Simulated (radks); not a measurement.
Results of a calculation; reference values are marked as such.
The cadmium ion Cd35+, configuration [Ne] 3s2 3p1 (the NIST ground configuration).

Code: a radial shooting solver on a logarithmic mesh with Libxc functionals. Model: Dirac Kohn-Sham, BLYP, spin-unpolarised, spherical densities, finite nucleus; open shells fill j = l - 1/2 first; Fermi nuclear charge, rms radius 4.6087 fm.

Energy parts (eV):
part                       energy
total                 -124761.372
kinetic                131975.318
electron-nucleus      -270970.765
Hartree                 16686.591
exchange-correlation    -2452.515

Orbitals (lengths in bohr, moments of r in powers of bohr; r(max) is where P^2 peaks; r(90%) holds 90 % of the orbital's charge):
orbital  occ.  eigenvalue (eV)  <1/r>  r(90%)   r(max)
1s1/2       2        -28561.49  50.66  0.0545  0.01967
2s1/2       2        -5881.552  11.88   0.199   0.1105
2p1/2       2        -5636.133  11.83   0.178  0.08521
2p3/2       4        -5437.214  11.10   0.185  0.08945
3s1/2       2        -2322.428  4.795   0.456   0.2985
3p1/2       1        -2236.488  4.736   0.444   0.2816
3p3/2       0        -2186.847  4.546   0.454   0.2892

The highest occupied level is 3p1/2 at -2236.5 eV. For comparison, the ionisation energy in NIST's Atomic Spectra Database is 2250 eV (semi-empirical). In exact Kohn-Sham theory the highest level is minus the ionisation energy, but local and semilocal functionals leave it too shallow, through self-interaction and a potential that decays too fast; potentials with the right tail come closer. The electron density at the nucleus is 1.606e+05 e/bohr^3.

Beside tabulated values, note that spin-unpolarised runs miss the spin-polarisation part of the exchange energy of open shells.
